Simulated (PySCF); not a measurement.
Field gradients at the hydrogen positions

C4H13B2N.
Z-matrix (Å and degrees, PBE0-D3(BJ)/def2-SVP geometry), rows numbered from 1:
```
B 
N   1  1.4160
B   2  1.4253  1  126.66
C   3  1.5844  2  123.20  1  -179.99
C   4  1.5362  3  107.20  2  -120.78
C   4  1.5290  3  113.56  2     0.62
C   4  1.5359  3  107.40  2   122.15
H   1  1.2069  2  119.09  3    -0.01
H   1  1.2100  2  119.35  3   179.97
H   2  1.0169  1  116.79  3  -179.90
H   3  1.2117  2  117.19  1     0.12
H   5  1.1023  4  111.86  3    64.27
H   5  1.1012  4  111.55  3   -56.40
H   5  1.1042  4  110.51  3  -176.15
H   6  1.1032  4  111.11  3   179.87
H   6  1.1030  4  111.89  3   -60.77
H   6  1.1030  4  111.85  3    60.51
H   7  1.1023  4  111.88  3   -64.03
H   7  1.1012  4  111.55  3    56.62
H   7  1.1042  4  110.50  3   176.38
```

Level: PBE0/pcSseg-1 (PySCF, non-relativistic); Q(2H) = 0.00286 b; rigid geometry, the same for H and D, with no vibrational averaging.

Question: Rank these positions by the coupling χzz of a deuteron there, largest first.
A. H16 (methyl hydrogen)
B. H8 (B–H hydrogen)
C. H10 (N–H hydrogen)

Answer: C (260 kHz), A (194 kHz), B (135 kHz).

Q: What are Vzz, η and χzz (234.96 MHz × Q × Vzz) at all hydrogens?

A: 
```csv
atom,bonded to,bond length (Å),Vzz (au),η,χzz (kHz)
H8,B1,1.207,0.2011,0.07,135
H9,B1,1.210,0.1982,0.06,133
H10,N2,1.017,0.3871,0.09,260
H11,B3,1.212,0.1971,0.05,132
H12,C5,1.102,0.2902,0.02,195
H13,C5,1.101,0.2910,0.02,196
H14,C5,1.104,0.2874,0.02,193
H15,C6,1.103,0.2889,0.02,194
H16,C6,1.103,0.2892,0.01,194
H17,C6,1.103,0.2891,0.01,194
H18,C7,1.102,0.2901,0.02,195
H19,C7,1.101,0.2910,0.02,196
H20,C7,1.104,0.2875,0.02,193
```

Q: Average by the element that carries the hydrogen.

A: on B: 134 kHz over 3 positions, mean bond length 1.210 Å; on N: 260 kHz over 1 position, mean bond length 1.017 Å; on C: 194 kHz over 9 positions, mean bond length 1.103 Å.

The structure is a single PBE0-D3(BJ)/def2-SVP conformer in the gas phase; no vibrational or solvent corrections. The basis is small and wasn't made for field gradients, so the couplings can be 20 % off.
